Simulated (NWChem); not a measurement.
TiNH2SCl; SMILES [Cl][Ti](=[S])[NH2]

```xyz
6

Ti     0.2343     0.0792    -0.1315
S     -0.9923     1.7106     0.0537
Cl    -0.4981    -2.0154     0.0511
N      2.0080     0.5437     0.1036
H      2.7650    -0.1372     0.1742
H      2.3698     1.4809     0.2660
```
Atoms are numbered in this order, from 1.

Results from NWChem. Structure relaxed at the PBE0/def2-SVP level. Level MN15/def2-SVP: energy and gradient on several grids; changes count from the extra-fine grid, which is no exact limit either.

Problem. Which is the coarsest grid (coarse; fine; medium; xcoarse; xfine) from which on the energy stays within 50 μHa and each gradient component within 100 μHa/bohr of xfine?

Solution. medium.
| grid | size of the energy change (μHa) | largest change of a gradient component (μHa/bohr) |
|---|---|---|
| xcoarse | 3000 | 3000 |
| coarse | 100 | 400 |
| medium | < 10 | < 30 |
| fine | < 10 | < 30 |
| xfine | < 10 | < 30 |
